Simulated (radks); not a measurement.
Q: Excited configurations of Bi II: one electron is placed in a higher orbital outside [Hg] 6p1. The ground configuration is [Hg] 6p2. Calculated with a radial shooting solver on a logarithmic mesh with Libxc functionals: non-relativistic Kohn-Sham, TPSS, spin-polarised, spherical densities, point nucleus; open shells are filled with parallel spins first (spin-orbit coupling, left out, can overturn this in heavy ions); meta-GGA in the generalised Kohn-Sham scheme; relativity is left out, which matters for an element this heavy. Excitation = E - E(ground); binding = E(ion) - E, where the ion is the core of charge +2; n* = 2/sqrt(2 binding) in atomic units, and the quantum defect is n - n*.

| outer orbital | excitation (eV) | binding (eV) | n* | quantum defect | eigenvalue (eV) | <r> (bohr) |
|---|---|---|---|---|---|---|
| 5f | 11.898 | 3.799 | 3.785 | 1.215 | -2.591 | 7.672 |
| 6f | 12.965 | 2.732 | 4.463 | 1.537 | -1.995 | 12.53 |
| 7s | 8.073 | 7.624 | 2.672 | 4.328 | -6.121 | 5.607 |
| 7d | 11.738 | 3.959 | 3.708 | 3.292 | -3.054 | 9.511 |

Estimate the row for 7f.

A: excitation (eV) 13.749; binding (eV) 1.947; n* 5.286; quantum defect 1.714; eigenvalue (eV) -1.515; <r> (bohr) 19.26. The Delta-SCF ionisation energy is 15.697 eV (NIST Atomic Spectra Database: 16.703 eV, measured). Self-interaction in the functional shifts the binding energies and quantum defects, so they are the method's values and not measured ones. Relativity is left out here, which matters for elements this heavy. Open shells are spherical and high-spin; term and fine-structure splittings are not resolved.
